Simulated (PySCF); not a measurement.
Substituent effects on chemical shifts

Parent skeleton `[CH3:1][O:2][BH:3][O:4][CH3:5]`; one hydrogen on atom 3 is replaced by X. Hydrogens on one atom are averaged.

PySCF 2.14.0 with density-fitted response routines calculation with coordinates at the PBE0-D3(BJ)/def2-SVP level and NMR shieldings at PBE0/pcSseg-1/GIAO; single conformer, no solvent model, non-relativistic, one averaged value for each set of equivalent atoms.

δ = σ(ref) − σ, references computed at the same level: TMS for ¹³C (σref 184.41) and ¹H (σref 31.27); ¹⁷O (σref 334.56) vs H2O; ¹¹B (σref 100.73) vs BF3·OEt2.

Parent (X = H): C1/C5 56.1, O2/O4 120.2, B3 27.4, H(C1)/H(C5) 3.70 ppm. Effects are Δδ = δ(X) − δ(H), positive for deshielding.

Q: Give Δδ (ppm) for X = iPr, CH2NH2, BCl2, SSiH3, OSiMe3.

A: 
```
     X               SMILES  C1/C5  O2/O4     B3  H(C1)/H(C5)
   iPr         COB(OC)C(C)C   -4.1  -18.0   +2.5        -0.09
CH2NH2            COB(CN)OC   -4.4  -12.4   +0.7        +0.32
  BCl2       COB(OC)B(Cl)Cl   -3.0   -2.1   -1.8        -0.01
 SSiH3       COB(OC)S[SiH3]   -2.7  -15.5   +0.2        +0.09
OSiMe3  COB(OC)O[Si](C)(C)C   -4.0  -51.1  -10.6        -0.12
```

Q: Which position responds most, and to which substituents?

A: O2/O4: from -51.1 ppm with OSiMe3 to -2.1 ppm with BCl2.

Experimental scales use liquid or dissolved standards, which lie at an offset from isolated H2O (liquid H2O: subtract about 36 ppm).
